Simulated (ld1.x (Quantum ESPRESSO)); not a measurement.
Transferability test, RRKJ potential for rubidium (Rb)

ld1.x (Quantum ESPRESSO) 7.5 input, shortened:

```
&input
   title='Rb', zed=37., rel=1, dft='PBE', iswitch=3,
   config='[Kr] 4d-2 5s1 5p0'
 /
 &inputp
   pseudotype=2, tm=.false., rho0=0.001, lloc=-1, rcloc=2.00,
   nlcc=.false.
 /
3
4S  1  0   2.00   0.00  1.90  1.90  0.0
4P  2  1   6.00   0.00  2.75  2.75  0.0
4D  3  2  -2.00  -0.05  2.90  2.90  0.0
 &test
   configts(1)='4s2 4p6 5s1 5p0'
 /
```

Occupied shells without a wave of their own: 5s. They enter only through the test configuration that unscreens the potential.

Energies are relative to the spin-unpolarised reference configuration 4s2 4p6 5s1 5p0; without spin polarisation the order of configurations can differ from experiment.

Q: Give the all-electron excitation energy and the error of the potential for: 4s2 4p6 5s0 5p0; 4s2 4p6 5s0.5 5p0; 4s2 4p6 5s0 5p1; 4s1 4p6 5s1 5p0; 4s2 4p5 5s1 5p0.

A:

| valence configuration | charge | ΔE all-electron (eV) | error AE − PS (meV) |
| --- | --- | --- | --- |
| 4s2 4p6 5s0 5p0 | +1 | 4.154 | +16 |
| 4s2 4p6 5s0.5 5p0 | +0.5 | 1.578 | +6.2 |
| 4s2 4p6 5s0 5p1 | 0 | 1.520 | +12 |
| 4s1 4p6 5s1 5p0 | +1 | 37.735 | +18 |
| 4s2 4p5 5s1 5p0 | +1 | 21.140 | -12 |

ld1.x printed “convergence not achieved” for 1 of the counted tests; its residual had stalled under 1e-8, short of the target of 1e-14.
